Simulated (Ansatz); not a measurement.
Consider the ligand exchange at the Si–Br bond: `N[Si]Br` + H–F → `N[Si]F` + HBr.

Isolated molecules relaxed with PBE0-D4/def2-TZVP in Ansatz; ΔE leaves out vibrations. CCSD(T)/CBS is the MP2 limit (def2-TZVPP, def2-QZVPP) plus CCSD(T) − MP2 in def2-TZVPP, frozen cores. This one scheme is used for every species. Functionals use def2-TZVPP. HSE06 is defined as in plane-wave codes. For Br outer-core shells are correlated without core-valence functions, which leaves a few kJ/mol of doubt a bond. Scalar relativity is left out up to krypton. One conformer a species, not always the lowest.

`N[Si]Br`:

Cartesian coordinates in Å:
```
N 0.561 0.320 -0.224
Si -1.096 0.616 0.011
Br -1.678 -1.430 0.832
H 1.046 -0.543 -0.026
H 1.167 1.037 -0.594
```

H–F:

```xyz
2

F    -0.316   -0.127    0.309
H     0.316    0.127   -0.309
```

`N[Si]F`:

Cartesian coordinates in Å:
```
N -0.101 -0.351 -0.471
Si -0.736 0.496 0.862
F 0.648 1.123 1.430
H 0.875 -0.378 -0.729
H -0.685 -0.888 -1.093
```

HBr:

Cartesian coordinates in Å:
```
Br 0.173 -0.409 -0.554
H -0.173 0.409 0.554
```

Problem. Is it downhill or uphill in electronic energy at CCSD(T)/CBS, and by how much? (An estimate is asked.)

Solution. The calculation gave: Downhill: ΔE = -0.34 eV.

Problem. What do these levels give: revPBE-D4, PBE0-D4, r2SCAN0-D4, ωB97M-V, PBE, r2SCAN, r2SCANh, HSE06, LC-ωPBE, RPA@PBE/def2-TZVPP, HF/def2-SVP, MP2/CBS(def2)? (An estimate is asked.)

Solution. Ansatz gave: revPBE-D4 -0.24, PBE0-D4 -0.27, r2SCAN0-D4 -0.34, ωB97M-V -0.40, PBE -0.31, r2SCAN -0.37, r2SCANh -0.36, HSE06 -0.29, LC-ωPBE -0.44, RPA@PBE/def2-TZVPP -0.44, HF/def2-SVP -0.43, MP2/CBS(def2) -0.27 eV.

Largest T1 diagnostic among the species: 0.014.

Leaving LDA and LC-ωPBE aside and taking each functional with its dispersion term where it has one, the values, not all of them listed here, spread over 0.25 eV, from CAM-B3LYP-D4 to revPBE-D4. In def2-TZVPP, CCSD(T) changes the Hartree–Fock value by +0.10 eV (the triples alone add +0.03 eV) and MP2 by +0.17 eV. At CCSD(T), def2-SVP lies −0.07 eV from the extrapolated value and def2-TZVPP −0.05 eV.
